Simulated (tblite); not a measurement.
Compound: C₇H₉FO (charge +1 and doublet state).
Geometry (GFN2-xTB, Å), atoms numbered from 1 in this order:
```xyz
18
C7H9FO angstrom
C      2.420    0.333    0.199
O      1.465   -0.092   -0.756
C      0.223   -0.409   -0.423
C     -0.235   -0.751    0.994
C     -1.434    0.093    1.250
C     -1.751    0.867    0.178
F     -2.629    1.846    0.210
C     -0.971    0.636   -1.008
C     -0.718   -0.764   -1.503
H      2.651   -0.462    0.914
H      2.079    1.222    0.738
H      3.316    0.573   -0.372
H     -0.460   -1.818    1.084
H      0.531   -0.527    1.743
H     -1.928    0.130    2.207
H     -0.785    1.461   -1.683
H     -1.470   -1.510   -1.279
H     -0.313   -0.822   -2.505
```

Computed geometry: GFN2-xTB, gas phase. This method treats the open shell by occupation alone, without spin polarisation.

Masses are those of the commonest isotopes; rigid-rotor values at the optimised geometry. The values belong to one conformer with, in the numbering `[CH3:1][O:2][C@@:3]12[CH2:4][CH+:5][C:6]([F:7])[C@@H:8]1[CH2:9]2`, C1–O2–C3–C4 -18°.

(1) What are A, B and C (MHz)?

(2) What kind of rotor is it?

(3) What does the inertial defect say?

## Answers

(1) Ia = 169.12, Ib = 426.57, Ic = 457.50 u·Å²; 505379 MHz·u·Å²/I gives A = 2988, B = 1185, C = 1105 MHz.

(2) A near-prolate asymmetric top. Ray's parameter κ = (2B − A − C)/(A − C) = -0.915; −1 is the prolate and +1 the oblate limit.

(3) Not planar: Δ = Ic − Ia − Ib = -138.19 u·Å². For a rigid frame Δ = −2 Σ m c², so Σ m c² = 69.10 u·Å² lies off the ab plane: 15.82 from hydrogen and 53.28 from heavier atoms. The atom farthest from that plane is 2.11 Å away.

For this open shell read J as N, the rotation without spin; fine and hyperfine splittings come on top. Its GFN2-xTB frequencies are all real (lowest 81 cm⁻¹). No vibrational averaging or centrifugal distortion is included, and the geometry carries the error of its method.
